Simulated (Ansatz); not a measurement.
Consider the formal exchange of groups at a B–S bond: `OBSCO` + `C/C=[N]\[GeH3]` → `OB/C=[N]/[GeH3]` + `CSCO`.

Calculated with Ansatz (gas phase, PBE0-D4/def2-TZVP geometries, no zero-point term in ΔE). CCSD(T)/CBS adds triple-zeta CCSD(T) − MP2 to the extrapolated MP2 energy (def2 sets, frozen cores). Double bonds are as drawn, so ΔE can hold a change between cis and trans. DFT in def2-TZVPP. B3LYP here is the variant with VWN-RPA as its local correlation; programs differ in this. For Ge outer-core shells are correlated without core-valence functions, which leaves a few kJ/mol of doubt a bond. Scalar relativity is left out up to krypton. One conformer a species, not always the lowest.

```json
{"level": "PBE-D4", "ΔE (kJ/mol)": "88.1", "difference from CCSD(T)/CBS": "5.1"}
{"level": "r2SCAN-D4", "ΔE (kJ/mol)": "91.8", "difference from CCSD(T)/CBS": "8.8"}
{"level": "B3LYP-D4", "ΔE (kJ/mol)": "84.5", "difference from CCSD(T)/CBS": "1.5"}
{"level": "B2PLYP", "ΔE (kJ/mol)": "82.4", "difference from CCSD(T)/CBS": "-0.6"}
{"level": "r2SCAN", "ΔE (kJ/mol)": "91.2", "difference from CCSD(T)/CBS": "8.2"}
{"level": "PBE0", "ΔE (kJ/mol)": "87.2", "difference from CCSD(T)/CBS": "4.2"}
{"level": "B3LYP", "ΔE (kJ/mol)": "80.6", "difference from CCSD(T)/CBS": "-2.4"}
{"level": "HF/def2-TZVPP", "ΔE (kJ/mol)": "78.9", "difference from CCSD(T)/CBS": "-4.1"}
{"level": "MP2/def2-TZVPP", "ΔE (kJ/mol)": "87.4", "difference from CCSD(T)/CBS": "4.4"}
{"level": "SCS-MP2/def2-TZVPP", "ΔE (kJ/mol)": "82.3", "difference from CCSD(T)/CBS": "-0.7"}
{"level": "CCSD(T)/def2-TZVPP", "ΔE (kJ/mol)": "83.6", "difference from CCSD(T)/CBS": "0.6"}
{"level": "MP2/def2-QZVPP", "ΔE (kJ/mol)": "86.8", "difference from CCSD(T)/CBS": "3.8"}
{"level": "SCS-MP2/def2-QZVPP", "ΔE (kJ/mol)": "81.8", "difference from CCSD(T)/CBS": "-1.2"}
{"level": "HF/CBS(def2)", "ΔE (kJ/mol)": "78.2", "difference from CCSD(T)/CBS": "-4.8"}
{"level": "MP2/CBS(def2)", "ΔE (kJ/mol)": "86.8", "difference from CCSD(T)/CBS": "3.8"}
{"level": "CCSD/CBS(def2)", "ΔE (kJ/mol)": "81.9", "difference from CCSD(T)/CBS": "-1.1"}
{"level": "CCSD(T)/CBS", "ΔE (kJ/mol)": "83.0", "difference from CCSD(T)/CBS": "0"}
```

Largest T1 diagnostic among the species: 0.014.

In def2-TZVPP, CCSD(T) changes the Hartree–Fock value by +4.7 kJ/mol (the triples alone add +1.1 kJ/mol) and MP2 by +8.4 kJ/mol. The D4 term adds +3.9 kJ/mol with B3LYP and +2.1 kJ/mol with PBE0; it sums over pairs of atoms, weighted by their polarisabilities, and B3LYP, whose exchange is more repulsive, gets the larger term.
